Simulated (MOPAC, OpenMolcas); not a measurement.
A ladder of methods for CH3FGeO (SMILES C[O][Ge][F])

CH3FGeO: 7 atoms, total charge 0, spin state singlet. As SMILES, `C[O][Ge][F]`. The shape is that of a PBE0-D4/def2-TZVP optimisation. This is one conformer, not always the lowest.

```csv
atom,x (Å),y (Å),z (Å)
C,-0.5048,0.4915,0.3949
O,0.4124,0.6242,-0.6719
Ge,1.4417,-0.6107,-1.3984
F,0.9674,-1.9906,-0.4002
H,-0.5485,-0.5322,0.7738
H,-0.2080,1.1611,1.2066
H,-1.4987,0.7885,0.0497
```

Each level gives the dipole moment (D). The values are calculated.

| level | kind | program | value (D) | CPU time |
| --- | --- | --- | --- | --- |
| MNDO | semi-empirical | MOPAC | 1.08 | under 2 s |
| HF/6-31G* (spherical functions) | Hartree–Fock | OpenMolcas | 0.67 | 6.7 s |
| SVWN5/6-31G* (spherical functions) | LDA | OpenMolcas | 0.82 | 14 s |
| BLYP/6-31G* (spherical functions) | GGA | OpenMolcas | 0.74 | 19 s |
| M06-L/6-31G* (spherical functions) | meta-GGA | OpenMolcas | 0.66 | 22 s |
| M06-2X/6-31G* (spherical functions) | hybrid meta-GGA | OpenMolcas | 0.66 | 25 s |
| PBE0/6-31G* (spherical functions) | global hybrid | OpenMolcas | 0.68 | 18 s |

All-electron rows without a relativistic Hamiltonian named are non-relativistic. The values span 0.66 to 1.08 D. Magnitudes only. CPU times are rough (shared hosts, several kinds of processor and program).
